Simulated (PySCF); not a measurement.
Hg (mercury, neutral) across methods

[Xe] 4f14 5d9 6s2 6p1, one real determinant (an excited configuration). Computed with PySCF 2.14 in aug-cc-pwCVTZ-PP with ECP60MDF, with scalar relativity through the core potential.

```json
{"method": "UHF", "E (hartree)": "-152.22372", "mean ε 6s α (eV)": "-12.690", "mean ε 6s β (eV)": "-10.739", "mean ε 6p α (eV)": "-5.405", "Σ⟨r²⟩ (bohr²)": "63.64", "⟨S²⟩": "2.008"}
{"method": "LDA", "E (hartree)": "-152.9271", "mean ε 6s α (eV)": "-9.703", "mean ε 6s β (eV)": "-9.033", "mean ε 6p α (eV)": "-2.902", "Σ⟨r²⟩ (bohr²)": "62.84", "⟨S²⟩": "2.001"}
{"method": "HSE06", "E (hartree)": "-153.1485", "mean ε 6s α (eV)": "-10.042", "mean ε 6s β (eV)": "-9.085", "mean ε 6p α (eV)": "-3.210", "Σ⟨r²⟩ (bohr²)": "62.82", "⟨S²⟩": "2.002"}
{"method": "wB97X-V", "E (hartree)": "-153.1146", "mean ε 6s α (eV)": "-12.672", "mean ε 6s β (eV)": "-11.614", "mean ε 6p α (eV)": "-5.346", "Σ⟨r²⟩ (bohr²)": "62.41", "⟨S²⟩": "2.003"}
{"method": "wB97M-V", "E (hartree)": "-153.0688", "mean ε 6s α (eV)": "-12.625", "mean ε 6s β (eV)": "-11.464", "mean ε 6p α (eV)": "-5.342", "Σ⟨r²⟩ (bohr²)": "62.64", "⟨S²⟩": "2.002"}
{"method": "r2SCAN", "E (hartree)": "-153.2185", "mean ε 6s α (eV)": "-9.712", "mean ε 6s β (eV)": "-8.788", "mean ε 6p α (eV)": "-3.031", "Σ⟨r²⟩ (bohr²)": "62.32", "⟨S²⟩": "2.003"}
{"method": "PBE0", "E (hartree)": "-153.1497", "mean ε 6s α (eV)": "-10.447", "mean ε 6s β (eV)": "-9.420", "mean ε 6p α (eV)": "-3.585", "Σ⟨r²⟩ (bohr²)": "62.69", "⟨S²⟩": "2.002"}
{"method": "PBE", "E (hartree)": "-153.1882", "mean ε 6s α (eV)": "-9.422", "mean ε 6s β (eV)": "-8.662", "mean ε 6p α (eV)": "-2.832", "Σ⟨r²⟩ (bohr²)": "63.19", "⟨S²⟩": "2.001"}
```

⟨L²⟩ = 7.98 against 12 for a pure F term, so this real determinant mixes terms. Energies and moments cover only the electrons outside the core potential. Spin-orbit coupling, absent here, splits the open shell strongly.
